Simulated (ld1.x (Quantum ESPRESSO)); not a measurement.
## An all-electron radial function and its pseudo partner (oxygen)

Columns: radius, all-electron u(r) and pseudo u(r) of the 2s shell (level -23.91 eV) of oxygen in the configuration [He] 2s2 2p4; PBE, non-relativistic, TM scheme, ld1.x (Quantum ESPRESSO) 7.5.

| r (bohr) | all-electron | pseudo |
| --- | --- | --- |
| 0.100 | 0.4211 | -0.0928 |
| 0.200 | 0.2461 | -0.1972 |
| 0.300 | -0.0790 | -0.3246 |
| 0.400 | -0.3896 | -0.4803 |
| 0.500 | -0.6339 | -0.6516 |
| 0.600 | -0.8033 | -0.8042 |
| 0.700 | -0.9056 | -0.9056 |
| 0.800 | -0.9537 | -0.9537 |
| 0.900 | -0.9614 | -0.9614 |
| 1.000 | -0.9404 | -0.9404 |
| 1.100 | -0.9003 | -0.9003 |
| 1.200 | -0.8483 | -0.8483 |
| 1.300 | -0.7896 | -0.7896 |
| 1.400 | -0.7281 | -0.7281 |
| 1.500 | -0.6665 | -0.6665 |
| 1.600 | -0.6064 | -0.6064 |
| 1.700 | -0.5491 | -0.5491 |
| 1.800 | -0.4952 | -0.4952 |
| 1.900 | -0.4452 | -0.4452 |
| 2.000 | -0.3991 | -0.3991 |
| 2.100 | -0.3569 | -0.3569 |
| 2.200 | -0.3186 | -0.3186 |
| 2.300 | -0.2839 | -0.2839 |
| 2.400 | -0.2526 | -0.2526 |
| 2.500 | -0.2245 | -0.2245 |
| 2.600 | -0.1993 | -0.1993 |

Q: How many radial nodes do the two functions have?

A: The all-electron 2s function has n − l − 1 = 1; the pseudo-wave has 0, since the states of the same l below it are removed with the core.

Q: At about which radius was the pseudo-wave matched?

A: 0.70 bohr, where the columns begin to agree (steps of 0.10 bohr).

Q: Is the pseudo-wave norm-conserving?

A: Yes: the TM scheme keeps the norm inside the radius equal to the all-electron one, which fixes the energy derivative of the logarithmic derivative at the level.
